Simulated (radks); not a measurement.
Tb2+, configuration [Xe] 4f7 6s1 6p1 (not the ground configuration).

Method: scalar-relativistic Kohn-Sham, LDA (Slater exchange, Perdew-Wang correlation), spin-polarised, spherical densities, finite nucleus; open shells are filled with parallel spins first (spin-orbit coupling, left out, can overturn this in heavy ions); Fermi nuclear charge, rms radius 5.06 fm; computed with a radial shooting solver on a logarithmic mesh with Libxc functionals.

Energy parts (hartree):
part                       energy
total                 -11699.1375
kinetic                12587.1091
electron-nucleus      -28518.6379
Hartree                 4479.4857
exchange-correlation    -247.0944

Orbitals (lengths in bohr, moments of r in powers of bohr; <r^-3> diverges for s and p1/2; r(max) is where P^2 peaks):
orbital  occ.  eigenvalue (hartree)   r(max)      <r^2>  <r^-3>      <r>
1s up       1             -1904.997  0.01366  0.0006326       -  0.02152
1s down     1             -1904.996  0.01366  0.0006326       -  0.02152
2s up       1             -316.9366  0.07757   0.009903       -  0.09157
2s down     1             -316.9312  0.07757   0.009903       -  0.09157
2p up       3             -281.9258  0.06281   0.007993   12090  0.08092
2p down     3             -281.9217  0.06281   0.007993   12090  0.08091
3s up       1             -71.40070   0.2201    0.06569       -   0.2398
3s down     1             -71.28756   0.2200    0.06557       -   0.2396
3p up       3             -60.59999   0.2160    0.06588    2549   0.2384
3p down     3             -60.48770   0.2159    0.06574    2555   0.2382
3d up       5             -46.46950   0.1764    0.05523   342.8   0.2168
3d down     5             -46.38164   0.1763    0.05506   343.7   0.2165
4s up       1             -15.28071   0.5044     0.3296       -   0.5404
4s down     1             -15.04044   0.5043     0.3299       -   0.5406
4p up       3             -11.70924   0.5264     0.3717   577.9   0.5717
4p down     3             -11.47241   0.5262     0.3723   576.4   0.5721
4d up       5              -6.80008   0.5451     0.4430   65.44   0.6182
4d down     5              -6.56890   0.5451     0.4456   65.08   0.6198
5s up       1              -2.83827    1.151      1.802       -    1.267
5s down     1              -2.72282    1.162      1.848       -    1.284
5p up       3              -1.92178    1.290      2.393   89.24    1.455
5p down     3              -1.83059    1.308      2.459   84.79    1.476
4f up       7              -1.43902   0.5418     0.7608   9.592   0.7769
4f down     0              -1.22896   0.5448     0.8218   9.269   0.8022
6s up       1              -0.73022    2.797      10.36       -    3.052
6s down     0              -0.66246    2.810      10.71       -    3.096
6p up       1              -0.53101    3.333      14.61   13.92    3.623
6p down     0              -0.46919    3.410      15.86   12.78    3.765

The highest occupied level is 6p up at -14.450 eV. The configuration is held as typed, so some empty levels lie below it. The density falls to 0.001 e/bohr^3 at r = 4.70 bohr. Spin moment in Bohr magnetons: 9. Summed over all electrons, <r^2> = 56.99 bohr^2, which gives a Langevin (diamagnetic) susceptibility term of -45.1 x 10^-6 cm^3/mol. The spin density at the nucleus is 58.75 e/bohr^3 (1s 0.13, 2s -1.69, 3s -17.77, 4s 3.20, 5s 15.12, 6s 59.75).
